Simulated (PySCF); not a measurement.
**Working out the ionisation energy of Zn**

Zn [Ar] 3d10 4s2 (1S) → Zn⁺ [Ar] 3d10 4s1 (2S). Computed with PySCF 2.14 in Sapporo-DKH3-DZP-2012, with scalar relativity by spin-free X2C-1e. Frozen: [Ar]. Energies in hartree (1 hartree = 27.21139 eV):

```json
{"part": "UHF", "Zn (lower)": "-1794.225536", "Zn⁺ (upper)": "-1793.937757"}
{"part": "CCSD correlation", "Zn (lower)": "-0.412396", "Zn⁺ (upper)": "-0.368856"}
{"part": "(T)", "Zn (lower)": "-0.009767", "Zn⁺ (upper)": "-0.006973"}
```

Task: What does Hartree-Fock give?

Result: (-1793.937757) − (-1794.225536) = 0.287779 hartree = 7.831 eV.

Task: What do CCSD and CCSD(T) give?

Result: The CCSD correlation energies differ by 0.043540 hartree = 1.185 eV and the triples by 0.002794 hartree = 0.076 eV, so CCSD gives 9.016 eV and CCSD(T) 9.092 eV.

Measured between the centres of the two terms (NIST): 9.394 eV, so CCSD(T) (valence) is off by -0.302 eV.

A double-zeta basis recovers only part of the correlation energy.

What remains against the reference includes basis incompleteness, the frozen core and higher excitations.
